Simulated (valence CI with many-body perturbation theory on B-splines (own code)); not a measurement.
**E1 transitions of Sm30+**

Level of theory: relativistic CI+MBPT: four valence electrons over a frozen Dirac-Fock core [Ar] 3d10, radial functions for each j: 11 s, 11 p, 10 d, 8 f, 5 g, 2 h, with the one-electron correlation potential Σ1, the two-electron term Σ2, the three-electron term Σ3, Breit, model QED; selected CI, second order for the rest, scaled by the run's own slope (own B-spline code, finite nucleus).

No measured spectrum was set against this ion. As an estimate, large intervals hold to a few tenths of a per cent, small ones and those within an open d or f shell to about a per cent. Among the levels kept, up to 340 cm⁻¹ of a level comes from second order outside the variational space, and about a tenth of that is noise between levels of different J, which matters for small intervals.

Lines 51 to 100 of 561 in falling wavelength, among levels below 391.93 eV, chosen from the strongest by gf and those to the six lowest levels. Wavelengths and rates use the calculated energies. Electric multipoles are in the length gauge with retardation, E1 and E2 with the static RPA response of the core. Weak lines are less certain than strong ones. Lines between different terms over intervals too small for the method are left out, as are lines whose strength nearly cancels. Where a level lies close to another of its J and parity, the split of strength between their lines is uncertain. The highest levels of a list are the least certain.

Levels are named by their leading jj configuration (3d3/2^4 stands for four electrons in 3d with j = 3/2), which in mixed levels can hold well under half, so a name can repeat and another be missing. Letters in brackets count levels of one name in rising energy.

| λ vac (nm) | Upper | Lower | A (s⁻¹) | S (a.u.) |
| --- | --- | --- | --- | --- |
| 15.14 | (4s^2 4p1/2 4d3/2) J=1 | (4s^2 4p3/2^2) J=0 | 4.11e+08 | 2.11e-03 |
| 15.04 | (4p1/2^2 4p3/2 4d3/2) J=2 | (4s 4p1/2 4p3/2 4d3/2) J=3 [a] | 2.38e+10 | 2.00e-01 |
| 14.44 | (4s 4p1/2 4d3/2 4d5/2) J=5 | (4s 4p3/2^2 4d5/2) J=5 | 6.78e+09 | 1.11e-01 |
| 14.41 | (4p1/2^2 4p3/2 4d5/2) J=4 | (4s 4p1/2 4p3/2 4d5/2) J=4 [b] | 1.40e+10 | 1.87e-01 |
| 14.09 | (4p1/2^2 4p3/2 4d3/2) J=1 | (4s 4p1/2 4p3/2 4d3/2) J=2 [a] | 2.69e+10 | 1.11e-01 |
| 13.96 | (4s^2 4p1/2 4d5/2) J=3 | (4s^2 4p3/2^2) J=2 | 1.28e+09 | 1.21e-02 |
| 13.92 | (4s^2 4p1/2 4d3/2) J=1 | (4s^2 4p3/2^2) J=2 | 1.77e+09 | 7.05e-03 |
| 13.64 | (4s^2 4p1/2 4d5/2) J=2 | (4s^2 4p3/2^2) J=2 | 1.13e+09 | 7.10e-03 |
| 13.21 | (4p1/2 4p3/2^2 4d3/2) J=4 | (4s 4p1/2 4p3/2 4d5/2) J=4 [c] | 1.43e+10 | 1.46e-01 |
| 13.15 | (4s 4p1/2 4p3/2^2) J=2 [a] | (4s^2 4p1/2 4p3/2) J=2 | 3.21e+08 | 1.80e-03 |
| 12.96 | (4p1/2 4p3/2^2 4d5/2) J=4 [a] | (4s 4p1/2 4p3/2 4d5/2) J=3 [d] | 1.14e+10 | 1.10e-01 |
| 12.72 | (4s 4p1/2 4p3/2^2) J=2 [a] | (4s^2 4p1/2 4p3/2) J=1 | 1.24e+10 | 6.29e-02 |
| 12.71 | (4p1/2 4p3/2^2 4d5/2) J=5 | (4s 4p1/2 4p3/2 4d5/2) J=4 [d] | 1.22e+10 | 1.36e-01 |
| 12.66 | (4p1/2 4p3/2^2 4d5/2) J=4 [b] | (4s 4p1/2 4p3/2 4d5/2) J=3 [d] | 9.34e+09 | 8.41e-02 |
| 12.58 | (4s 4p3/2^2 4d5/2) J=5 | (4s^2 4p3/2 4d5/2) J=4 | 2.20e+10 | 2.38e-01 |
| 12.50 | (4s 4p3/2^2 4d5/2) J=4 [b] | (4s^2 4p3/2 4d5/2) J=3 | 1.40e+10 | 1.21e-01 |
| 12.37 | (4s 4p1/2 4p3/2 4d5/2) J=2 [a] | (4s 4p1/2 4p3/2^2) J=2 [b] | 2.42e+10 | 1.13e-01 |
| 12.33 | (4s 4p1/2 4p3/2^2) J=3 | (4s^2 4p1/2 4p3/2) J=2 | 8.15e+09 | 5.28e-02 |
| 12.24 | (4s 4p3/2^2 4d3/2) J=4 | (4s^2 4p3/2 4d3/2) J=3 | 1.06e+10 | 8.62e-02 |
| 12.22 | (4p1/2 4p3/2^2 4d5/2) J=2 [c] | (4s 4p1/2 4p3/2 4d5/2) J=2 [e] | 2.10e+10 | 9.45e-02 |
| 12.19 | (4p1/2 4p3/2^2 4d5/2) J=2 [b] | (4s 4p1/2 4p3/2 4d5/2) J=1 [b] | 2.19e+10 | 9.81e-02 |
| 12.17 | (4s 4p1/2 4d3/2 4d5/2) J=3 [b] | (4s 4p1/2 4p3/2 4d5/2) J=3 [c] | 1.70e+10 | 1.06e-01 |
| 12.14 | (4p1/2 4p3/2^2 4d3/2) J=4 | (4s 4p1/2 4p3/2 4d3/2) J=3 [b] | 1.58e+10 | 1.25e-01 |
| 12.14 | (4s 4p3/2^2 4d5/2) J=2 [b] | (4s^2 4p3/2 4d5/2) J=1 | 2.82e+10 | 1.25e-01 |
| 11.97 | (4s 4p1/2 4d3/2 4d5/2) J=4 [a] | (4s 4p1/2 4p3/2 4d5/2) J=4 [c] | 9.62e+09 | 7.34e-02 |
| 11.97 | (4s 4p1/2 4d3/2 4d5/2) J=3 [d] | (4s 4p1/2 4p3/2 4d5/2) J=2 [d] | 1.33e+10 | 7.87e-02 |
| 11.96 | (4s 4p1/2 4p3/2 4d5/2) J=3 [c] | (4s^2 4p1/2 4d5/2) J=2 | 1.66e+10 | 9.78e-02 |
| 11.95 | (4s 4p3/2^2 4d5/2) J=3 [b] | (4s^2 4p3/2 4d5/2) J=2 | 1.97e+10 | 1.16e-01 |
| 11.91 | (4s 4p1/2 4p3/2 4d3/2) J=3 [b] | (4s 4p1/2 4p3/2^2) J=2 [b] | 2.41e+10 | 1.41e-01 |
| 11.90 | (4s 4p3/2^3) J=2 | (4s^2 4p3/2^2) J=2 | 3.57e+10 | 1.48e-01 |
| 11.87 | (4s 4p1/2 4p3/2 4d5/2) J=3 [d] | (4s^2 4p1/2 4d5/2) J=2 | 5.34e+10 | 3.08e-01 |
| 11.85 | (4p1/2 4p3/2^2 4d5/2) J=3 [b] | (4s 4p1/2 4p3/2 4d5/2) J=2 [b] | 1.25e+10 | 7.15e-02 |
| 11.81 | (4p1/2^2 4p3/2 4d5/2) J=3 | (4s 4p1/2^2 4d5/2) J=2 | 2.41e+10 | 1.37e-01 |
| 11.78 | (4s 4p1/2 4d3/2 4d5/2) J=3 [d] | (4s 4p1/2 4p3/2 4d5/2) J=3 [e] | 1.95e+10 | 1.10e-01 |
| 11.73 | (4p1/2 4p3/2^2 4d5/2) J=4 [b] | (4s 4p1/2 4p3/2 4d5/2) J=3 [b] | 1.03e+10 | 7.39e-02 |
| 11.71 | (4s^2 4p1/2 4d3/2) J=2 | (4s^2 4p1/2 4p3/2) J=2 | 1.28e+10 | 5.06e-02 |
| 11.70 | (4s 4p3/2^2 4d5/2) J=3 [d] | (4s^2 4p3/2 4d5/2) J=3 | 3.26e+10 | 1.80e-01 |
| 11.65 | (4s 4p1/2 4p3/2 4d5/2) J=4 [d] | (4s^2 4p1/2 4d5/2) J=3 | 5.25e+10 | 3.69e-01 |
| 11.61 | (4p1/2 4p3/2^3) J=2 | (4s^2 4p1/2 4d3/2) J=2 | 4.56e+10 | 1.76e-01 |
| 11.57 | (4s 4p3/2^3) J=1 | (4s^2 4p3/2^2) J=0 | 1.39e+10 | 3.19e-02 |
| 11.54 | (4s 4p3/2^2 4d5/2) J=2 [a] | (4s^2 4p3/2 4d5/2) J=2 | 1.98e+10 | 7.52e-02 |
| 11.53 | (4s 4p1/2 4p3/2 4d3/2) J=2 [c] | (4s^2 4p1/2 4d3/2) J=1 | 5.77e+10 | 2.18e-01 |
| 11.51 | (4p1/2^2 4p3/2 4d3/2) J=2 | (4p1/2^2 4p3/2^2) J=2 | 1.95e+10 | 7.36e-02 |
| 11.37 | (4s^2 4p1/2 4d3/2) J=2 | (4s^2 4p1/2 4p3/2) J=1 | 4.75e+08 | 1.72e-03 |
| 11.32 | (4p1/2 4p3/2^2 4d3/2) J=2 [b] | (4s 4p1/2 4p3/2 4d3/2) J=3 [b] | 5.54e+10 | 1.98e-01 |
| 11.32 | (4p1/2 4p3/2^2 4d5/2) J=2 [b] | (4s 4p1/2 4p3/2 4d5/2) J=3 [d] | 3.78e+10 | 1.35e-01 |
| 11.31 | (4p1/2^2 4p3/2 4d3/2) J=3 | (4p1/2^2 4p3/2^2) J=2 | 1.55e+10 | 7.76e-02 |
| 11.25 | (4s 4p1/2 4p3/2^2) J=1 [a] | (4s^2 4p1/2 4p3/2) J=2 | 3.47e+07 | 7.32e-05 |
| 11.23 | (4p1/2^2 4p3/2 4d5/2) J=4 | (4s 4p1/2^2 4d5/2) J=3 | 3.59e+10 | 2.26e-01 |
| 11.23 | (4p1/2 4p3/2^2 4d3/2) J=4 | (4s 4p1/2 4p3/2 4d5/2) J=4 [b] | 1.24e+10 | 7.83e-02 |
